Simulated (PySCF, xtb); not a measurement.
ScF3, SMILES [Sc]([F])([F])[F].

GFN2-xTB (xtb 6.7.1) at its own geometry gives an orbital gap of 4.22 eV and a dipole moment of 0.00 D.

Geometry: B3LYP-D3(BJ)/def2-SVP. The isomer is the one that the SMILES or the coordinates give; other isomers of the formula were not compared.

Task: What does PySCF with PBE/def2-TZVPD give? (The exact figures need the calculation; the answer reports its results.)

Result: gap 5.77 eV (levels -9.24 and -3.48 eV), dipole 0.00 D.
